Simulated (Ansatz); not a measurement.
F2I2Ti, SMILES `[F][Ti]([F])([I])[I]`, 5 atoms. Total charge 0; spin multiplicity 1. Correlated methods include outer-core shells of I, Ti, which these sets cover unevenly. Scalar relativity is left out up to krypton. I takes the def2 core potential. All runs use 4 threads of an Arm Neoverse V1 on a shared host. Correlated methods freeze the cores.

(1) Give the basis size and wall time and peak host memory of each of these runs in Ansatz. RKS PBE0-D4/def2-SVP energy; RHF-CCSD(T)/def2-TZVPP energy; RKS ωB97M-V/def2-SVP energy; RKS PBE0-D4/def2-QZVPP energy; RKS PBE0-D4/def2-TZVP frequencies; RKS SPW92 (LDA)/def2-TZVPP energy; RKS PBE0-D4/def2-TZVP relaxation (5 steps); RHF-MP2/def2-QZVPP energy; RHF-CCSD(T)/def2-SVP energy; RKS ωB97M-V/def2-QZVPP energy; RKS LC-ωPBE/def2-TZVPP energy; RKS r2SCAN0-D4/def2-TZVPP energy. (An estimate is asked.)

Results:

(1) Computed: Other jobs shared the machine, so times are rough.

| level | job | functions | wall time | peak host memory (GiB) |
| --- | --- | --- | --- | --- |
| RKS SPW92 (LDA)/def2-TZVPP | energy | 226 | 2.1 s | 0.34 |
| RKS PBE0-D4/def2-SVP | energy | 111 | 2.6 s | 0.44 |
| RKS LC-ωPBE/def2-TZVPP | energy | 226 | 4.9 s | 0.49 |
| RKS r2SCAN0-D4/def2-TZVPP | energy | 226 | 10 s | 0.89 |
| RHF-CCSD(T)/def2-SVP | energy | 111 | 11 s | 0.54 |
| RKS ωB97M-V/def2-SVP | energy | 111 | 13 s | 0.47 |
| RKS PBE0-D4/def2-QZVPP | energy | 371 | 14 s | 1.6 |
| RHF-MP2/def2-QZVPP | energy | 371 | 24 s | 1.8 |
| RKS ωB97M-V/def2-QZVPP | energy | 371 | 36 s | 1.9 |
| RKS PBE0-D4/def2-TZVP | relaxation (5 steps) | 207 | 37 s | 0.73 |
| RKS PBE0-D4/def2-TZVP | frequencies | 207 | 92 s | 0.73 |
| RHF-CCSD(T)/def2-TZVPP | energy | 226 | 3.2 min | 3.3 |

LC-ωPBE has ω = 0.4 bohr⁻¹.
